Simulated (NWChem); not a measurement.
The numbers come from NWChem runs, not from measurements. System: Te (+1), charge 1, spin multiplicity 4. Its SCF solution wasn't tested for a lower state. Level: ROCCSD(T)/def2-TZVP with def2 effective core potentials on Te, 4 core orbitals frozen.

The NWChem input:

```
start mol
memory heap 100 mb stack 700 mb global 1900 mb
charge 1
geometry units angstroms nocenter noautoz
  Te     0.000000     0.000000     0.000000
  symmetry group D2h
end
basis spherical
  * library def2-tzvp
end
ecp
  Te library def2-ecp
end
scf
  rohf
  nopen 3
  maxiter 100
  thresh 1e-7
  semidirect memsize 60000000 filesize 0
  # guess.movecs holds the orbitals of an unrestricted PBE0 run
  vectors input guess.movecs output mol.movecs
end
tce
  freeze core 4
  ccsd(t)
  2eorb
  2emet 13
  thresh 1e-6
  maxiter 100
  tilesize 24
end
task tce energy
```

Part of the output:

```
             Northwest Computational Chemistry Package (NWChem) 7.3.0
             --------------------------------------------------------

                                NWChem Input Module
                                -------------------

 Scaling coordinates for geometry "geometry" by  1.889725989
 (inverse scale =  0.529177249)

                             Geometry "geometry" -> ""
                             -------------------------

 Output coordinates in angstroms (scale by  1.889725989 to convert to a.u.)

  No.       Tag          Charge          X              Y              Z
 ---- ---------------- ---------- -------------- -------------- --------------
    1 Te                  52.0000     0.00000000     0.00000000     0.00000000

 Effective nuclear repulsion energy (a.u.)       0.0000000000

            Nuclear Dipole moment (a.u.)
            ----------------------------
        X                 Y               Z
 ---------------- ---------------- ----------------
     0.0000000000     0.0000000000     0.0000000000

      Symmetry information
      --------------------

 Group name             D2h
 Group number             26
 Group order               8
 No. of unique centers     1

      Symmetry unique atoms

     1


 Summary of "ao basis" -> "" (spherical)
 ------------------------------------------------------------------------------
       Tag                 Description            Shells   Functions and Types
 ---------------- ------------------------------  ------  ---------------------
 *                         def2-tzvp                  on all atoms

 Summary of "ao basis" -> "ao basis" (spherical)
 ------------------------------------------------------------------------------
       Tag                 Description            Shells   Functions and Types
 ---------------- ------------------------------  ------  ---------------------
 Te                        def2-tzvp                16       50   6s5p3d2f

                                 NWChem SCF Module
                                 -----------------

  ao basis        = "ao basis"
  functions       =    50
  atoms           =     1
  closed shells   =    10
  open shells     =     3
  charge          =   1.00
  wavefunction    = ROHF
  use symmetry    = T
  symmetry adapt  = T

 Summary of "ao basis" -> "ao basis" (spherical)
 ------------------------------------------------------------------------------
       Tag                 Description            Shells   Functions and Types
 ---------------- ------------------------------  ------  ---------------------
 Te                        def2-tzvp                16       50   6s5p3d2f

      Symmetry analysis of basis
      --------------------------

        ag         12
        au          2
        b1g         3
        b1u         9
        b2g         3
        b2u         9
        b3g         3
        b3u         9

 Forming initial guess at       0.1s

      Symmetry analysis of molecular orbitals - initial
      -------------------------------------------------

  Numbering of irreducible representations:

     1 ag          2 au          3 b1g         4 b1u         5 b2g
     6 b2u         7 b3g         8 b3u

  Orbital symmetries:

     1 ag          2 b3u         3 b2u         4 b1u         5 ag
     6 ag          7 b1g         8 b3g         9 b2g        10 ag
    11 b1u        12 b3u        13 b2u        14 ag         15 b1g
    16 ag         17 b2g        18 b3g        19 b1u        20 b2u
    21 b3u        22 ag         23 au

 Starting SCF solution at       0.1s

 ----------------------------------------------
         Quadratically convergent ROHF

 Convergence threshold     :          1.000E-07
 Maximum no. of iterations :          100
 Final Fock-matrix accuracy:          1.000E-09
 ----------------------------------------------

              iter       energy          gnorm     gmax       time
             ----- ------------------- --------- --------- --------
                 1     -266.7132627596  4.37D-01  1.30D-01      0.9
                 2     -266.7193231060  1.13D-01  5.07D-02      0.9
                 3     -266.7197483361  4.08D-04  1.68D-04      0.9
                 4     -266.7197483400  5.16D-08  2.37D-08      1.0

       Final ROHF results
       ------------------

         Total SCF energy =   -266.719748339973
      One-electron energy =   -459.057456601911
      Two-electron energy =    192.337708261938
 Nuclear repulsion energy =      0.000000000000

        Time for solution =      0.9s

       Symmetry analysis of molecular orbitals - final
       -----------------------------------------------

  Numbering of irreducible representations:

     1 ag          2 au          3 b1g         4 b1u         5 b2g
     6 b2u         7 b3g         8 b3u

  Orbital symmetries:

     1 ag          2 b1u         3 b3u         4 b2u         5 b2g
     6 b3g         7 b1g         8 ag          9 ag         10 ag
    11 b2u        12 b1u        13 b3u        14 b1u        15 b2u
    16 b3u        17 b2g        18 ag         19 ag         20 b1g
    21 b3g        22 ag         23 b1u

             Final eigenvalues
             -----------------

              1
    1   -7.4584
    2   -5.4232
    3   -5.4232
    4   -5.4232
    5   -2.2782
    6   -2.2782
    7   -2.2782
    8   -2.2782
    9   -2.2782
   10   -1.0352
   11   -0.4694
   12   -0.4694
   13   -0.4694
   14    0.0288
   15    0.0288
   16    0.0288
   17    0.0917
   18    0.0917
   19    0.0917
   20    0.0917
   21    0.0917
   22    0.1497
   23    0.7387

                       ROHF Final Molecular Orbital Analysis
                       -------------------------------------

 Vector   11  Occ=1.000000D+00  E=-4.693792D-01  Symmetry=b2u
              MO Center=  1.4D-28, -6.5D-18, -1.0D-28, r^2= 1.9D+00
   Bfn.  Coefficient  Atom+Function         Bfn.  Coefficient  Atom+Function
  ----- ------------  ---------------      ----- ------------  ---------------
    17      0.653102  1 Te py                11     -0.474433  1 Te py
    14      0.402437  1 Te py

 Vector   12  Occ=1.000000D+00  E=-4.693792D-01  Symmetry=b1u
              MO Center=  1.8D-21,  1.7D-21, -3.9D-18, r^2= 1.9D+00
   Bfn.  Coefficient  Atom+Function         Bfn.  Coefficient  Atom+Function
  ----- ------------  ---------------      ----- ------------  ---------------
    18      0.653102  1 Te pz                12     -0.474433  1 Te pz
    15      0.402437  1 Te pz

 Vector   13  Occ=1.000000D+00  E=-4.693792D-01  Symmetry=b3u
              MO Center= -1.5D-18,  6.9D-29, -3.4D-29, r^2= 1.9D+00
   Bfn.  Coefficient  Atom+Function         Bfn.  Coefficient  Atom+Function
  ----- ------------  ---------------      ----- ------------  ---------------
    16      0.653102  1 Te px                10     -0.474433  1 Te px
    13      0.402437  1 Te px

 Vector   14  Occ=0.000000D+00  E= 2.881584D-02  Symmetry=b1u
              MO Center= -2.3D-22, -2.3D-22, -5.1D-19, r^2= 7.6D+00
   Bfn.  Coefficient  Atom+Function         Bfn.  Coefficient  Atom+Function
  ----- ------------  ---------------      ----- ------------  ---------------
    21      1.588814  1 Te pz                18     -1.240072  1 Te pz
    12      0.197096  1 Te pz

 Vector   15  Occ=0.000000D+00  E= 2.881584D-02  Symmetry=b2u
              MO Center=  2.5D-29, -1.0D-16, -1.6D-29, r^2= 7.6D+00
   Bfn.  Coefficient  Atom+Function         Bfn.  Coefficient  Atom+Function
  ----- ------------  ---------------      ----- ------------  ---------------
    20      1.588814  1 Te py                17     -1.240072  1 Te py
    11      0.197096  1 Te py

 Vector   16  Occ=0.000000D+00  E= 2.881584D-02  Symmetry=b3u
              MO Center= -1.1D-19, -2.3D-27,  1.1D-27, r^2= 7.6D+00
   Bfn.  Coefficient  Atom+Function         Bfn.  Coefficient  Atom+Function
  ----- ------------  ---------------      ----- ------------  ---------------
    19      1.588814  1 Te px                16     -1.240072  1 Te px
    10      0.197096  1 Te px

 center of mass
 --------------
 x =   0.00000000 y =   0.00000000 z =   0.00000000

 moments of inertia (a.u.)
 ------------------
           0.000000000000           0.000000000000           0.000000000000
           0.000000000000           0.000000000000           0.000000000000
           0.000000000000           0.000000000000           0.000000000000

  Mulliken analysis of the total density
  --------------------------------------

    Atom       Charge   Shell Charges
 -----------   ------   -------------------------------------------------------
    1 Te  24    23.00   0.29 -0.85  1.57  0.99  1.28  0.72 -0.50  6.46  0.94  1.85  0.26  9.10  0.89  0.02  0.00  0.00

 Mulliken analysis of the open-shell density
 -------------------------------------------

    Atom       Charge   Shell Charges
 -----------   ------   -------------------------------------------------------
    1 Te  24     3.00   0.00 -0.00  0.00 -0.00  0.00  0.00 -0.03  0.05  0.86  1.85  0.26  0.00  0.00  0.00  0.00  0.00

       Multipole analysis of the density wrt the origin
       ------------------------------------------------

     L   x y z        total         open         nuclear
     -   - - -        -----         ----         -------
     0   0 0 0      1.000000     -3.000000     24.000000

     1   1 0 0      0.000000      0.000000      0.000000
     1   0 1 0      0.000000      0.000000      0.000000
     1   0 0 1      0.000000      0.000000      0.000000

     2   2 0 0    -15.820108     -6.939566      0.000000
     2   1 1 0      0.000000      0.000000      0.000000
     2   1 0 1      0.000000      0.000000      0.000000
     2   0 2 0    -15.820108     -6.939566      0.000000
     2   0 1 1      0.000000      0.000000      0.000000
     2   0 0 2    -15.820108     -6.939566      0.000000

                   NWChem Extensible Many-Electron Theory Module
                   ---------------------------------------------


            General Information
            -------------------
      Number of processors :     1
         Wavefunction type : Restricted open-shell Hartree-Fock
          No. of electrons :    23
           Alpha electrons :    13
            Beta electrons :    10
           No. of orbitals :   100
            Alpha orbitals :    50
             Beta orbitals :    50
        Alpha frozen cores :     4
         Beta frozen cores :     4
     Alpha frozen virtuals :     0
      Beta frozen virtuals :     0
         Spin multiplicity : quartet
    Number of AO functions :    50
       Number of AO shells :    16
        Use of symmetry is : on
      Symmetry adaption is : on
         Schwarz screening : 0.10D-09

          Correlation Information
          -----------------------
          Calculation type : Coupled-cluster singles & doubles w/ perturbation
   Perturbative correction : (T)
            Max iterations :      100
        Residual threshold : 0.10D-05
     T(0) DIIS level shift : 0.00D+00
     L(0) DIIS level shift : 0.00D+00
     T(1) DIIS level shift : 0.00D+00
     L(1) DIIS level shift : 0.00D+00
     T(R) DIIS level shift : 0.00D+00
     T(I) DIIS level shift : 0.00D+00
   CC-T/L Amplitude update :  5-th order DIIS
                I/O scheme : Global Array Library
        L-threshold :  0.10D-05
        EOM-threshold :  0.10D-05
 no EOMCCSD initial starts read in
 TCE RESTART OPTIONS
 SLICE:      F
 D4D5:       F
 quantumc:   F
 qrotation:  F
 pwtce:      F
 qducc:      F
 nacto:                         0
 nrotv:                         0
 nrot:                          0

            Memory Information
            ------------------
          Available GA space size is     249031800 doubles
          Available MA space size is     104842148 doubles

 Maximum block size supplied by input
 Maximum block size        24 doubles

 tile_dim =      8

 -------------------------------------------------

 Global array virtual files algorithm will be used

 Parallel file system coherency ......... OK

 4-electron integrals stored in orbital form

 v2    file size   =           117418
 4-index algorithm nr.  13 is used
 imaxsize =       30
 imaxsize ichop =        0


CCSD iterations
 ---------------------------------------------------------
 Iter          Residuum       Correlation     Cpu    Wall
 ---------------------------------------------------------
    1   0.2064821464085  -0.4003745388616     5.7     5.7
    2   0.0343648877953  -0.3602111433443     5.4     5.4
    3   0.0076007089992  -0.3693191108375     4.8     4.8
    4   0.0015106223703  -0.3678685292758     5.2     5.2
    5   0.0003953110819  -0.3682403725419     4.5     4.5
    6   0.0001004876395  -0.3681928698903     3.9     3.9
    7   0.0000230670477  -0.3681939694975     4.0     4.0
    8   0.0000087710841  -0.3681925147768     4.0     4.0
    9   0.0000022899122  -0.3681928971645     4.0     4.0
   10   0.0000010356542  -0.3681928181633     4.3     4.3
   11   0.0000001934994  -0.3681928679789     3.9     3.9
 -----------------------------------------------------------------
 Iterations converged
 CCSD correlation energy / hartree =        -0.368192867978932
 CCSD total energy / hartree       =      -267.087941207951928

 Singles contributions

 Doubles contributions
 CCSD(T)
 Using plain CCSD(T) code
             total no. of tasks        12060
 total no. of tasks / no. procs        12060
                         wl_min            2           1.1
                         wl_max        13824           4.9
        thresh for no. of tasks        12060

 CCSD[T]  correction energy / hartree =        -0.005742855722229
 CCSD[T] correlation energy / hartree =        -0.373935723701161
 CCSD[T] total energy / hartree       =      -267.093684063674175
 CCSD(T)  correction energy / hartree =        -0.005600423450605
 CCSD(T) correlation energy / hartree =        -0.373793291429537
 CCSD(T) total energy / hartree       =      -267.093541631402559

 Task  times  cpu:       62.9s     wall:       62.9s

 Total times  cpu:       63.0s     wall:       63.0s
```
